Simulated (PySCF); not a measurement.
Harmonic spectrum computed at PBE0 in the def2-TZVP basis family (core potentials from Rb on, PySCF, no spin–orbit coupling):

```csv
symmetry,ω (cm⁻¹),IR (km/mol)
a,226,6.6
a,357,112
a,598,73.3
a,833,46.8
a,1047,51.0
a,3819,108
```

Task: Which molecule gave it? In each, all ligands are bound to the one heavy central atom.
A. HIO₂ (singlet)
B. HVO₂ (singlet)
C. HAsO₂ (singlet)
D. HTaO₂ (singlet)

Result: A. It has C1 symmetry with I–O 1.802 Å, I–O 1.959 Å, O–H 0.965 Å.
